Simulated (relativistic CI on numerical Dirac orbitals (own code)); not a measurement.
**Electric-dipole lines of Er LXII**

Calculated at this level of theory: Dirac-Coulomb-Breit CI, orbitals from a KLI potential per configuration, QED by a radiative potential, unscaled Slater integrals (own radial code, finite nucleus).

Configurations in the expansion (outside the closed core 1s2): 2s2 2p3, 2s 2p4, 2p5, 2p4 3s, 2p4 3p, 2p4 3d, 2s2 2p2 3s, 2s2 2p2 3p, 2s2 2p2 3d, 2s 2p3 3s, 2s 2p3 3p, 2s 2p3 3d, 2s2 2p2 4s, 2s2 2p2 4p, 2s2 2p2 4d, 2s2 2p2 4f. Levels of other configurations are missing.

| λ vac (nm) | Lower | Upper | A (s⁻¹) | gf | Branching (%) |
| --- | --- | --- | --- | --- | --- |
| 0.13939 | 2s2 2p3 4S°_3/2 [2] | 2s2 2p2 3d 2D_3/2 [114] | 6.99e+14 | 8.14e-01 | 80.9 |
| 0.13957 | 2s2 2p3 2P°_1/2 [4] | 2s2 2p2 3d 2D_3/2 [120] | 8.25e+14 | 9.64e-01 | 95.9 |
| 0.13970 | 2s2 2p3 2D°_5/2 [3] | 2s2 2p2 3d 2F_7/2 [116] | 9.55e+14 | 2.24e+00 | 99.9 |
| 0.13982 | 2s2 2p3 2P°_3/2 [1] | 2s2 2p2 3d 2D_3/2 [49] | 9.63e+14 | 1.13e+00 | 83.8 |
| 0.13992 | 2s2 2p3 2P°_3/2 [1] | 2s2 2p2 3d 2D_5/2 [48] | 1.16e+15 | 2.03e+00 | 98.2 |
| 0.14028 | 2s 2p4 4P_5/2 [5] | 2s 2p3 3d 4F°_7/2 [151] | 9.27e+14 | 2.19e+00 | 97.8 |
| 0.14031 | 2s 2p4 2P_3/2 [7] | 2s 2p3 3d 2F°_5/2 [174] | 1.05e+15 | 1.86e+00 | 83.9 |
| 0.14052 | 2s 2p4 4P_5/2 [5] | 2p4 3p 2D°_5/2 [146] | 8.12e+14 | 1.44e+00 | 73.2 |
| 0.14057 | 2s 2p4 4P_5/2 [5] | 2p4 3p 4P°_3/2 [145] | 1.09e+15 | 1.30e+00 | 87.1 |
| 0.14194 | 2s2 2p3 2D°_5/2 [3] | 2s 2p3 3p 2F_7/2 [99] | 3.64e+14 | 8.79e-01 | 99.4 |
| 0.14206 | 2s2 2p3 2P°_3/2 [1] | 2s 2p3 3p 2D_5/2 [34] | 4.07e+14 | 7.39e-01 | 99.6 |
| 0.15473 | 2s2 2p3 2P°_3/2 [8] | 2s2 2p2 3d 2D_5/2 [127] | 9.39e+14 | 2.02e+00 | 99.3 |
| 0.15503 | 2s2 2p3 4S°_3/2 [2] | 2s2 2p2 3d 2D_5/2 [55] | 9.30e+14 | 2.01e+00 | 62.0 |
| 0.15511 | 2s 2p4 2D_5/2 [10] | 2s 2p3 3d 2F°_7/2 [185] | 1.17e+15 | 3.38e+00 | 99.3 |
| 0.15532 | 2s2 2p3 2P°_3/2 [8] | 2s2 2p2 3d 2D_3/2 [123] | 1.54e+15 | 2.23e+00 | 94.9 |
| 0.15533 | 2s2 2p3 2D°_5/2 [3] | 2s2 2p2 3d 2F_7/2 [56] | 1.66e+15 | 4.80e+00 | 100.0 |
| 0.15534 | 2s2 2p3 4S°_3/2 [2] | 2s2 2p2 3d 2F_5/2 [54] | 7.62e+14 | 1.65e+00 | 71.4 |
| 0.15539 | 2s2 2p3 4S°_3/2 [2] | 2s2 2p2 3d 2P_3/2 [52] | 6.97e+14 | 1.01e+00 | 83.3 |
| 0.15539 | 2s2 2p3 2P°_3/2 [8] | 2s2 2p2 3d 2D_5/2 [122] | 9.80e+14 | 2.13e+00 | 93.6 |
| 0.15548 | 2s2 2p3 2D°_5/2 [3] | 2s2 2p2 3d 2D_5/2 [55] | 5.56e+14 | 1.21e+00 | 37.1 |
| 0.15571 | 2s2 2p3 2P°_3/2 [1] | 2s2 2p2 3d 2D_5/2 [20] | 1.01e+15 | 2.21e+00 | 100.0 |
| 0.15582 | 2s 2p4 2P_1/2 [11] | 2s 2p3 3d 2P°_3/2 [190] | 1.35e+15 | 1.97e+00 | 68.2 |
| 0.15592 | 2s 2p4 4P_5/2 [5] | 2s 2p3 3d 4D°_7/2 [75] | 1.43e+15 | 4.17e+00 | 99.7 |
| 0.15596 | 2s 2p4 2D_3/2 [12] | 2s 2p3 3d 2D°_5/2 [191] | 1.80e+15 | 3.94e+00 | 96.8 |
| 0.15605 | 2s 2p4 4P_5/2 [5] | 2s 2p3 3d 4D°_5/2 [73] | 7.86e+14 | 1.72e+00 | 86.2 |
| 0.15612 | 2s2 2p3 2P°_1/2 [4] | 2s2 2p2 3d 2D_3/2 [57] | 9.80e+14 | 1.43e+00 | 87.8 |
| 0.15619 | 2s 2p4 2D_5/2 [10] | 2s 2p3 3d 2D°_5/2 [176] | 1.09e+15 | 2.40e+00 | 87.9 |
| 0.15629 | 2s 2p4 2P_3/2 [7] | 2s 2p3 3d 2D°_5/2 [79] | 1.48e+15 | 3.24e+00 | 99.0 |
| 0.15640 | 2s 2p4 2D_5/2 [10] | 2s 2p3 3d 2F°_7/2 [173] | 7.49e+14 | 2.20e+00 | 98.5 |
| 0.15644 | 2s 2p4 4P_3/2 [9] | 2s 2p3 3d 4D°_5/2 [162] | 1.00e+15 | 2.20e+00 | 92.7 |

Terms are leading LS components. Brackets give the number of a level in order of energy, since labels repeat. The list gives strong lines, with weight on those to low levels, without lines whose two gauges differ by over a factor of 2.5, among the lowest 200 of 359 levels, so that lines to higher ones, which can be the strongest, are missing. Levels whose partners in the same complex of configurations lie outside the list can be far off, and so can their lines. Rates are taken at the computed energies, electric ones in the length gauge.

At this charge energies of transitions that change n are usually good to better than 1 %, and those within a shell (Δn = 0) to a few per cent.

LS names give the leading component of a level, which can be under half, so a name can repeat, a term be missing and a line seem to break the LS rules.
